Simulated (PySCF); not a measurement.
Computed shifts of a molecule C₂H₄BF₂N, PySCF with KT2/pcSseg-1, GIAO, gas phase, atoms alike by connectivity averaged where their shifts nearly agree, in ppm (number of nuclei): ¹⁵N: 87.7 (1). ¹⁹F: -114.4 (1), -146.9 (1). ¹³C: 166.8 (1), 103.0 (1). ¹H: 7.53 (1), 5.03 (1), 4.26 (1), 3.61 (1). References: ¹⁵N against NH3 (σ = 266.2 ppm); ¹¹B against BF3 (σ = 89.8 ppm); ¹⁹F against CFCl3 (σ = 127.1 ppm); ¹³C against TMS (σ = 185.1 ppm); ¹H against TMS (σ = 31.47 ppm), references at their B3LYP-D3(BJ)/def2-TZVP geometries, non-relativistic. Geometry: PBE-D3(BJ)/def2-SVP. One conformer was computed; it need not be the lowest.

Pick the molecule that these values belong to.
(A) CC#N.FBF
(B) C/N=C/B(F)F
(C) C=C(F)B(N)F
(D) NB(F)/C=C\F

D, NB(F)/C=C\F
